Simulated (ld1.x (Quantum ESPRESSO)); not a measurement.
phosphorus (P), TM: configuration errors across variants

- Element: phosphorus
- Generator: ld1.x (Quantum ESPRESSO) 7.5
- Type: norm-conserving Troullier–Martins (Kleinman–Bylander form)
- Functional: PBEsol
- Relativity: scalar-relativistic
- Frozen core: [Ne]
- Valence charge: 5
- Reference configuration: 3s1.75 3p3.25
- Partial waves: 3p (bound): rc 1.35 bohr; 3s (bound): rc 1.25 bohr
- Local potential: the s channel
- Core correction: Bessel-smoothed model core inside 0.70 bohr

All-electron excitation energies from the reference (eV): (1) 3s2 3p3 -2.114; (2) 3s2 3p2 7.584; (3) 3s2 3p1 26.696; (4) 3s2 3p2.5 1.646; (5) 3s1 3p4 6.395; (6) 3s2 3p3.3 -3.413; (7) 3s2 3p0 56.402.

4 further variants failed, have other tests or another functional or relativity, and are left out.

Errors AE − PS in meV (a dash: test not solved or not reliable):

```tsv
change	(1)	(2)	(3)	(4)	(5)	(6)	(7)	bound ghosts
base	+0.1	+3.0	+22	+0.3	+0.1	+0.6	+63	none
local potential all-electron potential smoothed inside 1.30 bohr (lloc = -1)	+0.1	+3.4	+27	+0.4	+0.1	+0.7	+90	none
all radii but the core radius scaled by about 1.31 (s 1.64, p 1.76 bohr)	0.0	+2.5	+22	+0.1	-1.0	+0.4	+73	none
core correction Bessel-smoothed model core inside 0.88 bohr	+0.1	+3.0	+22	+0.3	+0.1	+0.6	+63	none
```

Q: Give the same row for: wave 3p (bound): rc 1.35 bohr becomes 3p (bound): rc 2.06 bohr.

A: 0.0, +2.5, +22, 0.0, -1.0, +0.5, +74; bound ghosts: none.
